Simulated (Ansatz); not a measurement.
PBE exchange is replaced step by step with exact exchange (0 % is PBE, 25 % PBE0; no dispersion term), basis def2-TZVPD, Ansatz. System: TiS₂⁻ (the lowest doublet isomer of a short search). The state is a doublet with charge -1. Geometry: PBE-D4/def2-TZVPD, each spin state at its own.

Geometry of the doublet:

```xyz
3

Ti    0.726   -0.025    0.116
S    -0.651    0.053    1.755
S    -0.074   -0.028   -1.871
```

At PBE-D4/def2-TZVPD the highest occupied level of the charge -1 doublet lies above zero (up to 0.11 eV). By energy differences its removal costs 2.11 eV (vertical, to the charge 0 singlet, at PBE-D4/def2-TZVPD); a positive level beside a positive removal energy at the same level points to self-interaction error. At PBE-D4/def2-TZVPD, PBE with 5 % exact exchange/def2-TZVPD, PBE with 10 % exact exchange/def2-TZVPD the highest occupied level of the charge -1 quartet lies above zero (up to 0.67 eV). It is a level of α spin, whose loss leaves a triplet; that state wasn't run at this geometry and level. The electron is either unbound and held by the finite basis, or the level is raised by self-interaction error. The structure comes from a short search, and lower isomers may exist.

HOMO and LUMO are taken over both spins.

```csv
exact exchange (%),HOMO (eV),LUMO (eV),gap (eV),⟨S²⟩,quartet − doublet (kJ/mol)
0,0.11,0.69,0.58,0.763,159.4
5,-0.11,0.86,0.97,0.765,155.4
10,-0.33,1.03,1.37,0.767,151.3
15,-0.57,1.20,1.77,0.769,147.3
25,-1.11,1.51,2.62,0.773,140.2
50,-2.50,2.01,4.51,0.779,132.5
```

(1) Estimate the row for 35 %.

Results:

(1) 
| exact exchange (%) | HOMO (eV) | LUMO (eV) | gap (eV) | ⟨S²⟩ | quartet − doublet (kJ/mol) |
| --- | --- | --- | --- | --- | --- |
| 35 | -1.76 | 1.74 | 3.50 | 0.777 | 135.6 |
